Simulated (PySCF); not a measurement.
# How well do the runs reproduce experiment for C2H6BN?

**Experimental background.**

From Beach, A photoelectron spectroscopic study of bonding in inorganic and organometallic compounds, PhD thesis, LBL 1985, for the gas: B 1s binding energy of B1 193.6 eV; C 1s binding energy of C2 293.43 eV; C 1s binding energy of C4 294.06 eV; N 1s binding energy of N3 407.13 eV.

The runs below try to reproduce these values; the comparison stands at the end.

C2H6BN.
SMILES with atom numbers: `[BH3-:1][C:2]#[N+:3][CH3:4]` (hydrogens: H5, H6, H7 on B1; H8, H9, H10 on C4)

Geometry (PBE0-D3(BJ)/def2-TZVP, Å), atoms numbered from 1 in this order:
```xyz
10
C2H6BN angstrom
B      2.025   -0.136   -0.176
C      0.528   -0.037    0.147
N     -0.599    0.038    0.391
C     -1.971    0.131    0.688
H      2.437    1.003   -0.209
H      2.101   -0.689   -1.253
H      2.519   -0.789    0.718
H     -2.553   -0.302   -0.127
H     -2.250    1.177    0.813
H     -2.184   -0.411    1.610
```

The PySCF runs (gas phase, on this PBE0-D3(BJ)/def2-TZVP geometry; non-relativistic but for the core-level run):

```
                                                                          level                            job  basis functions  wall time
delta-SCF UKS SCAN, pcX-3 on the ionised atom, pcseg-2 elsewhere, spin-free X2C  ΔSCF core ionisation, 4 holes              258       45 s
```

Hardware: an Arm Neoverse V1 with one thread, shared host.

## Comparison

**Core binding energies.** Delta-SCF UKS SCAN, pcX-3 on the ionised atom, pcseg-2 elsewhere, spin-free X2C in PySCF.

```csv
level and atom,computed (eV),measured (eV),computed − measured (eV)
"B 1s, B1",193.45,193.6,-0.15
"C 1s, C2",292.97,293.43,-0.46
"C 1s, C4",293.67,294.06,-0.39
"N 1s, N3",406.72,407.13,-0.41
```

Sources, in the order of the opening: Beach, A photoelectron spectroscopic study of bonding in inorganic and organometallic compounds, PhD thesis, LBL 1985. Against the first value of each row the mean signed difference is -0.35 eV and the largest in size -0.46 eV. The computed values are vertical, without vibrational structure; measured positions hang on the energy calibration. 

No measured geometry was used, and the causes of the misses weren't examined.
